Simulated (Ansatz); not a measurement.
Reaction (ligand exchange at a Zn–N bond): `O/C=[N]/[ZnH]` + silanol → `[SiH3][O][ZnH]` + `N=CO`

Computed with Ansatz on PBE0-D4/def2-TZVP structures; ΔE is electronic, products minus reactants. CCSD(T)/CBS adds triple-zeta CCSD(T) − MP2 to the extrapolated MP2 energy (def2 sets, frozen cores). This one scheme is used for every species. Functionals use def2-TZVPP. B3LYP here is the variant with VWN-RPA as its local correlation; programs differ in this. HSE06 is defined as in plane-wave codes. For Zn outer-core shells are correlated without core-valence functions, which leaves a few kJ/mol of doubt a bond. Scalar relativity is left out up to krypton. One conformer a species, not always the lowest.

`O/C=[N]/[ZnH]`:

```xyz
7

O     1.955   -0.172   -0.667
C     0.770   -0.389   -0.059
N    -0.207    0.382   -0.160
Zn   -1.891    0.366    0.519
H     1.853    0.659   -1.154
H     0.845   -1.327    0.506
H    -3.325    0.481    1.015
```

`O[SiH3]`:

```xyz
6

O     0.991   -0.781    0.224
Si   -0.200    0.275   -0.202
H     0.866   -1.300    1.018
H    -1.492   -0.423   -0.445
H     0.262    0.927   -1.448
H    -0.427    1.302    0.853
```

`[SiH3][O][ZnH]`:

```xyz
7

Si   -0.357   -1.039   -0.341
O     0.013    0.535   -0.298
Zn    0.632    1.964    0.528
H     0.788   -1.885    0.109
H    -0.710   -1.440   -1.731
H    -1.518   -1.351    0.542
H     1.153    3.215    1.191
```

`N=CO`:

Z-matrix (Å, degrees):
```
C
O 1 1.336
N 1 1.258 2 122.1
H 1 1.092 2 110.5 3 -180.0
H 2 0.968 1 106.6 3 -0.0
H 3 1.014 1 111.3 2 180.0
```

| level | ΔE (kJ/mol) | difference from CCSD(T)/CBS |
| --- | --- | --- |
| revPBE-D4 | -39.7 | 10.9 |
| r2SCAN-D4 | -46.3 | 4.3 |
| PBE0-D4 | -44.6 | 6.0 |
| r2SCAN0-D4 | -48.6 | 2.0 |
| HSE06-D4 | -44.4 | 6.2 |
| BHLYP-D4 | -53.3 | -2.7 |
| CAM-B3LYP-D4 | -50.0 | 0.6 |
| ωB97M-V | -47.7 | 2.9 |
| B2PLYP | -47.4 | 3.2 |
| B3LYP | -47.0 | 3.6 |
| HSE06 | -44.2 | 6.4 |
| CAM-B3LYP | -49.7 | 0.9 |
| MP2/def2-SVP | -59.5 | -8.9 |
| MP2/def2-TZVPP | -44.8 | 5.8 |
| SCS-MP2/def2-TZVPP | -49.5 | 1.1 |
| CCSD/def2-TZVPP | -52.3 | -1.7 |
| CCSD(T)/CBS | -50.6 | 0 |

Question: What do rigid-rotor, harmonic-oscillator terms from PBE0-D4/def2-TZVP frequencies (298.15 K, 1 bar) make of the CCSD(T)/CBS value? (Best estimate.)

Answer: The calculation gave: ΔZPE = +3.5 kJ/mol, ΔH = -47.5 kJ/mol, ΔS = 16 J/(mol·K), ΔG = -52.2 kJ/mol. Modes under 50 cm⁻¹ make the entropy rough.

Largest T1 diagnostic among the species: 0.017.

Leaving LDA and LC-ωPBE aside and taking each functional with its dispersion term where it has one, the values spread over 13.6 kJ/mol, from BHLYP-D4 to revPBE-D4. In def2-TZVPP, CCSD(T) changes the Hartree–Fock value by +11.4 kJ/mol (the triples alone add +2.8 kJ/mol) and MP2 by +16.1 kJ/mol.
